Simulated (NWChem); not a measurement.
C₃H₈N₂; SMILES NC1CNC1

```xyz
13

N      0.0884     1.7315    -0.3798
C     -0.0104     0.5804     0.5055
C      1.0559    -0.4998     0.1904
N      0.0219    -1.2692    -0.5442
C     -1.0527    -0.5332     0.1626
H      0.0829     1.4109    -1.3482
H     -0.7312     2.3277    -0.2695
H     -0.0357     0.9396     1.5384
H      1.4380    -0.9878     1.1003
H      1.9059    -0.1720    -0.4205
H      0.0339    -2.2762    -0.3979
H     -1.9030    -0.2440    -0.4700
H     -1.4376    -1.0347     1.0655
```
Atoms are numbered in this order, from 1.

Computed with NWChem. Pople sets run with spherical d functions. Geometry: optimised at B3LYP/6-31G* (spherical d). B3LYP is NWChem's, with the RPA form of VWN correlation. Static field.

```csv
level,isotropic polarisability (bohr³),anisotropy (bohr³)
PBE/6-31+G*,53.2,6.6
B3LYP/6-31+G*,[?],6.2
"LDA (Slater exchange, VWN5)/6-31+G*",53.8,6.5
Hartree-Fock/6-31+G*,46.9,5.5
```

Fill in the missing entries.


- B3LYP/6-31+G*, isotropic polarisability (bohr³): 51.2
